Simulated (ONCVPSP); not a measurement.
**Ca: one change to an ONCV potential, before and after**

calcium, optimised norm-conserving Vanderbilt (ONCV), made with ONCVPSP 4.0.1 (PBE, scalar-relativistic). Core [Ne], reference 3s2 3p6 4s1.5 (charge +0.5). Waves: 3s+4s: rc 2.20 bohr, ncon 3, nbas 7, qcut 6.1 1/bohr, 2 projectors; 3p: rc 1.35 bohr, ncon 4, nbas 9, qcut 5.7 1/bohr, 1 projector; d scattering state at 0.09 Ha: rc 2.10 bohr, ncon 4, nbas 7, qcut 4.7 1/bohr, 3 projectors, debl 0.9 Ha; f scattering state at 0.18 Ha: rc 2.15 bohr, ncon 3, nbas 7, qcut 5.1 1/bohr, 1 projector. Local part: polynomial inside 1.00 bohr (lpopt 3, dvloc0 6 Ha). Core correction: Teter function, fcfact 3.75, rcfact 1.65.

In the d channel the program set the typed energies aside and used -0.183, 0.717, 1.617 Ha.

Change: s: qcut 4.5; p: qcut 4.2; d: qcut 3.5; f: qcut 3.8.

Cutoffs: the cutoffs (Ha) at which the residual kinetic energy of the hardest occupied pseudo-wave falls to 1 and 0.1 mHa per electron; they do not see the model core or the augmentation charge, which bear on the density cutoff. Errors are all-electron minus pseudo energies relative to the spin-unpolarised reference configuration.

Problem. How do hardness, ghosts and transferability respond?

Solution. The potential gets harder (14 Ha and 18 Ha → 27 Ha and 129 Ha); both files keep a bound ghost (d); of the 4 tests that both files solve, the error grows in 2 and shrinks in 0 by more than 15 % and 0.3 meV (median size 1.4 → 1.6 meV).

| quantity | base | changed |
| --- | --- | --- |
| cutoff, loose | 14 Ha | 27 Ha |
| cutoff, tight | 18 Ha | 129 Ha |
| loose cutoff by channel | s 5.6 Ha, p 14 Ha | s 6.0 Ha, p 27 Ha |
| bound ghosts | d | d |
| GHOST(+) flags under 300 eV | none | f at 96.0 eV |
| error for 3s2 3p6 4s2, meV [ΔE -2.50 eV] | 0.0 | 0.0 |
| error for 3s2 3p6 4s1, meV [ΔE 3.81 eV] | -0.2 | -0.2 |
| error for 3s2 3p6 4s0, meV [ΔE 15.63 eV] | -2.5 | -3.0 |
| error for 3s2 3p6 3d0.5 4s1.5, meV [ΔE -1.45 eV] | +9.7 | +15 |
| s: phases at 2.24 bohr within 0.05 rad from the reference energy up to (Ha; the scan ends near 5) | 3.8 | 3.4 |
| p: phases at 1.37 bohr within 0.05 rad from the reference energy up to (Ha; the scan ends near 5) | 3.5 | 3.7 |
| d: phases at 2.13 bohr within 0.05 rad from the reference energy up to (Ha; the scan ends near 5) | to the end of the scan | to the end of the scan |
| f: phases at 2.18 bohr within 0.05 rad from the reference energy up to (Ha; the scan ends near 5) | 3.9 | 3.2 |
| rms error of d²Exc/dni dnj with the model core, mHa | 2.86 | 2.91 |

Base: The cutoffs count occupied waves only; projector 3 of the d channel, the hardest unoccupied one, needs 54 Ha at the loose tolerance. A true bound ghost makes a file unfit for plane-wave use even where its test errors are small: the radial tests pick states by their node count and pass the ghost by.
